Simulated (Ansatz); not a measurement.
```yaml
crystal:
  periodic: [false, false, false]
  atoms:
    - {symbol: B, position_ang: [-2.283206, -1.298688, -0.376586]}
    - {symbol: B, position_ang: [-0.142706, -0.570919, 3.036969]}
    - {symbol: B, position_ang: [0.901396, 0.909135, -2.325669]}
    - {symbol: B, position_ang: [2.439913, 1.219609, 1.455473]}
    - {symbol: N, position_ang: [-1.632664, -0.460234, -3.190791]}
    - {symbol: N, position_ang: [3.421388, 2.223433, -1.173190]}
    - {symbol: N, position_ang: [-2.704143, -2.022313, 2.573772]}
basis:
  gaussian: {orbitals: def2-TZVP}
magnetization: {spin_polarized: true, initial_magnetization: 1}
hamiltonian: {xc: {name: r2SCAN}, dispersion: d4}
scf: {omitted_lower_state_checks: [starts]}
output: {forces: true}
```

```sh
$ ansatz run in.yaml --threads 4 --pin off --events-out ev --progress --plain --max-ram 4787MiB
```

It prints (some lines left out):

```
Functional definition: r2SCAN
  name "r2SCAN"
  cite "Furness, Kaplan, Ning, Perdew & Sun, J. Phys. Chem. Lett. 11, 8208 (2020) doi:10.1021/acs.jpclett.0c02405"
  cite "Furness, Kaplan, Ning, Perdew & Sun, J. Phys. Chem. Lett. 11, 9248 (2020) doi:10.1021/acs.jpclett.0c03077"
  parent r2scan
  parameter k0 = 0.174
  parameter k1 = 0.065
  parameter a1 = 4.9479
  exchange = r2scan_x(k0 = k0, k1 = k1, a1 = a1)
  correlation = r2scan_c
these checks for a lower state are left out or cut short: starts
1141 factors; their error is unknown
mean field evaluation 1: about -7094.4724 eV, gradient 6.9e1 eV
mean field evaluation 2: about -6357.9916 eV, gradient 1.9e2 eV
mean field evaluation 4: about -6732.9387 eV, gradient 1.5e2 eV
mean field evaluation 8: about -7135.1357 eV, gradient 4.4e0 eV
mean field evaluation 16: about -7138.4697 eV, gradient 2.2e-1 eV
mean field evaluation 32: about -7138.4952 eV, gradient 2.0e-5 eV
mean field -7138.49518115 eV, -262.3348592614 hartree, gradient 7.5e-6 eV, S^2 6.036822; 0 other end points of the search recorded, 0 dependent functions left out
the calculation of the forces begins
reference -7138.49520626 eV, -262.3348601843 hartree; 21, 20 occupied and 196, 197 virtual orbitals, 1141 factors
Total energy: -7138.54279384 eV, -262.3366089954 hartree
Atom 0 at    -2.283206    -1.298688    -0.376586 Å, force     0.145064     0.151523    -0.406233 eV/Å
Atom 1 at    -0.142706    -0.570919     3.036969 Å, force    -0.153365    -0.049521    -0.261520 eV/Å
Atom 2 at     0.901396     0.909135    -2.325669 Å, force     0.138712     0.046191     0.226619 eV/Å
Atom 3 at     2.439913     1.219609     1.455473 Å, force    -0.272363    -0.086084    -0.476383 eV/Å
Atom 4 at    -1.632664    -0.460234    -3.190791 Å, force     0.048887    -0.052904     0.511424 eV/Å
Atom 5 at     3.421388     2.223433    -1.173190 Å, force    -0.346325    -0.259894     0.337626 eV/Å
Atom 6 at    -2.704143    -2.022313     2.573772 Å, force     0.439390     0.250689     0.068468 eV/Å
Dipole moment:     0.168974     0.081259     0.121492 e Å
Checks for a lower state left out: starts
```

In this input the geometry is stretched to more than twice its size. The run converged. The result belongs to that input, not to the species as meant.

The charge 0 doublet is spin-contaminated (final ⟨S²⟩ up to 6.04, 0.75 for a pure state).
